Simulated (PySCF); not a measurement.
Identify the unknown among the candidates.

All candidates are C6H18BN.

| technique | computed result |
| --- | --- |
| Polarisability | 99.0 au [CAM-B3LYP/def2-SVPD] |
| Valence photoelectron | vertical ionisation energy: 9.81 eV [ΔSCF CAM-B3LYP/def2-SVPD] |
| XPS | B1s 193.2, C1s 290.8 (×3), C1s 291.7 (×3), N1s 406.3 eV [ΔSCF SCAN, pcX-2 on the ionised atom, pcseg-1 elsewhere, spin-free X2C] |
| UV, strongest line | among the 10 lowest singlet transitions: S2 at 7.75 eV (160 nm, f = 0.053) [TDDFT CAM-B3LYP/def2-SVPD] |
| 13C NMR | chemical shifts (computed TMS as zero) by class: 55.9 (3 C), 10.3 (3 C) ppm [GIAO KT2/pcSseg-1] |
| Rotational structure | rotational constants A, B, C: 2.164, 1.636, 1.317 GHz [PBE0-D3(BJ)/def2-SVP] |

Electronic properties: PySCF, gas phase, density fitting. Levels stand in brackets. The structure is a single PBE0-D3(BJ)/def2-SVP conformer in the gas phase; no vibrational or solvent corrections. NMR classes are plain means over equivalent atoms (diastereotopic ones count apart unless rotation or inversion swaps them), as if these changed places fast.

Question: Which candidate is it?
A. `[BH3-][N@H+](C)C(CC)CC`
B. `[BH3-][N+](C)(C)CC(C)C`
C. `CC(C)[BH2-][N+](C)(C)C`
D. `[BH3-][N+](CC)(CC)CC`

Answer: D. It is `[BH3-][N+](CC)(CC)CC`. Numbering: `[BH3-:1][N+:2]([CH2:3][CH3:4])([CH2:5][CH3:6])[CH2:7][CH3:8]`. 6 carbons fall into 2 classes; from least to most shielded: sp3 carbon bound to nitrogen [C3/C5/C7] (55.9 ppm, 3 C, up to 9.9 ppm apart in this geometry), methyl carbon [C4/C6/C8] (10.3 ppm, 3 C, up to 4.1 ppm apart in this geometry). The core levels belong to: B1s 193.2 eV, four-coordinate boron [B1]; C1s 290.8 eV, methyl carbon [C4/C6/C8]; C1s 291.7 eV, sp3 carbon bound to nitrogen [C3/C5/C7]; N1s 406.3 eV, nitrogen bonded to B and 3 C [N2]. One atom of each topological class was ionised and stands for its class. The first electron is taken from the HOMO, whose largest Löwdin shares are 0.39 on the four-coordinate boron, 0.25 on a B–H hydrogen, 0.15 on a B–H hydrogen and 0.04 on a B–H hydrogen. The optimised geometry has point group C1 and is an asymmetric top.

The others, at the same levels:
- `CC(C)[BH2-][N+](C)(C)C` fails: its computed vertical ionisation energy is 9.05 eV (against 9.81 eV), rotational constant A is 3.040 GHz (against 2.164 GHz) and smallest rotational constant is 1.061 GHz (against 1.317 GHz).
- `[BH3-][N+](C)(C)CC(C)C` fails: its computed strongest line among the 10 lowest singlet transitions is S10 at 8.86 eV (140 nm, f = 0.078) (against S2 at 7.75 eV), rotational constant A is 2.967 GHz (against 2.164 GHz) and smallest rotational constant is 1.134 GHz (against 1.317 GHz).
- `[BH3-][N@H+](C)C(CC)CC` fails: its computed strongest line among the 10 lowest singlet transitions is S4 at 8.17 eV (152 nm, f = 0.035) (against S2 at 7.75 eV), rotational constant A is 1.855 GHz (against 2.164 GHz) and smallest rotational constant is 1.111 GHz (against 1.317 GHz).

Each candidate is one conformer, not necessarily the lowest. Dipoles, sizes and rotational constants follow the conformer. The torsions of the flexible species, by atom-mapped SMILES:
- `[BH3-:1][N+:2]([CH2:3][CH3:4])([CH2:5][CH3:6])[CH2:7][CH3:8]`: B1–N2–C3–C4 -63°, B1–N2–C5–C6 179°, B1–N2–C7–C8 -56°
- `[CH3:1][CH:2]([CH3:3])[BH2-:4][N+:5]([CH3:6])([CH3:7])[CH3:8]`: C1–C2–B4–N5 95°, C2–B4–N5–C6 66°
- `[BH3-:1][N+:2]([CH3:3])([CH3:4])[CH2:5][CH:6]([CH3:7])[CH3:8]`: B1–N2–C5–C6 -65°, N2–C5–C6–C7 136°
- `[BH3-:1][N@H+:2]([CH3:3])[CH:4]([CH2:5][CH3:6])[CH2:7][CH3:8]`: B1–N2–C4–C5 -162°, N2–C4–C5–C6 55°, N2–C4–C7–C8 -159°
